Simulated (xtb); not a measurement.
CH6GeS, SMILES C[S][GeH3]. All values are semi-empirical tight-binding results from xtb (GFN2-xTB unless named), good for trends rather than for accurate numbers. Geometry: GFN2-xTB.

Optimised geometry:

Bond lengths (Å): Ge1–S2 2.197, Ge1–H4 1.492, Ge1–H5 1.505, Ge1–H6 1.505, S2–C3 1.828, C3–H7 1.087, C3–H8 1.085, C3–H9 1.087. Angles (°): S2–Ge1–H4 108.5, S2–Ge1–H5 110.7, S2–Ge1–H6 110.7, H4–Ge1–H5 109.9, H4–Ge1–H6 109.9, H5–Ge1–H6 107.2, Ge1–S2–C3 98.8, S2–C3–H7 110.0, S2–C3–H8 106.4, S2–C3–H9 110.0, H7–C3–H8 109.9, H7–C3–H9 110.6, H8–C3–H9 109.9.
Charge 0, spin multiplicity 1.

For metal compounds this method's bond lengths and energies can be far off.

Computed properties:
```yaml
point_group_as_xtb_finds_it: Cs
orbital_gap: 4.57 eV
zero_point_energy: 37.3 kcal/mol
G − E(el) at 298.15 K (modified RRHO): 18.3 kcal/mol
```

Computed atomic charges and the Wiberg bond orders between heavy atoms:
charges (e) Ge1 0.15, S2 -0.22, C3 -0.05, H4 -0.01, H5 -0.02, H6 -0.02, H7 0.05, H8 0.06, H9 0.05. Bond orders Ge1–S2 1.04, S2–C3 0.99.
